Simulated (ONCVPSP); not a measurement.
# phosphorus ONCV: all-electron and pseudo phase curves

P, optimised norm-conserving Vanderbilt (ONCV), made with ONCVPSP 4.0.1 (PBE, non-relativistic). Core [He], reference 2s2 2p6 3s2 3p1 (charge +2). Waves: 2s+3s: rc 0.70 bohr, ncon 4, nbas 7, qcut 12.9 1/bohr, 2 projectors; 2p+3p: rc 0.75 bohr, ncon 4, nbas 7, qcut 19.8 1/bohr, 2 projectors; d scattering state at 0.11 Ha: rc 0.65 bohr, ncon 4, nbas 7, qcut 16.5 1/bohr, 3 projectors, debl 1.5 Ha. Local part: polynomial inside 0.60 bohr (lpopt 1, dvloc0 -1 Ha). Core correction: polynomial model core, fcfact 0.65.

The phase is arctan(r·R′/R) of the radial function R(r), unwrapped; energies in Ha, scanned from -9 to 5 Ha. A pole is an energy at which the radial function vanishes at the test radius. The pseudo phase is shifted by a multiple of π to meet the all-electron one at the reference energy, and phase errors are pseudo minus all-electron; the curves can meet again beyond the range given. Levels narrower than the energy grid can be missing from the lists of poles.

```
channel  radius (bohr)  reference energy (Ha)  poles, all-electron  poles, pseudo  unbroken range about the reference energy with phases within 0.05 rad  phase error 1 Ha above the reference energy (rad)
      s           0.71                  -1.24                -3.10          -3.10                                                        the whole range                                             +0.000
      p           0.76                  -0.89                -3.29          -3.29                                                        the whole range                                             +0.000
      d           0.66                   0.11                 none           none                                                        the whole range                                             +0.000
```

Note: no bound ghost flagged; GHOST(+) flagged for d at 39.5 eV.

Phases in the d channel:

```tsv
E (Ha)	all-electron	pseudo
-8.96	1.086	1.086
-8.60	1.075	1.075
-8.24	1.063	1.063
-7.88	1.051	1.051
-7.52	1.038	1.038
-7.16	1.024	1.024
-6.80	1.009	1.009
-6.44	0.993	0.993
-6.08	0.977	0.977
-5.72	0.959	0.959
-5.36	0.939	0.939
-5.00	0.919	0.919
-4.64	0.897	0.897
-4.28	0.873	0.873
-3.92	0.847	0.847
-3.56	0.820	0.820
-3.20	0.790	0.790
-2.84	0.757	0.757
-2.48	0.722	0.722
-2.12	0.683	0.683
-1.76	0.642	0.642
-1.40	0.596	0.596
-1.04	0.547	0.547
-0.68	0.493	0.493
-0.32	0.435	0.435
0.04	0.372	0.372
0.40	0.304	0.304
0.76	0.231	0.231
1.12	0.154	0.154
1.48	0.074	0.074
1.84	-0.010	-0.010
2.20	-0.096	-0.096
2.56	-0.182	-0.182
2.92	-0.269	-0.269
3.28	-0.353	-0.353
3.64	-0.435	-0.435
4.00	-0.513	-0.513
4.36	-0.588	-0.588
4.72	-0.657	-0.657
```
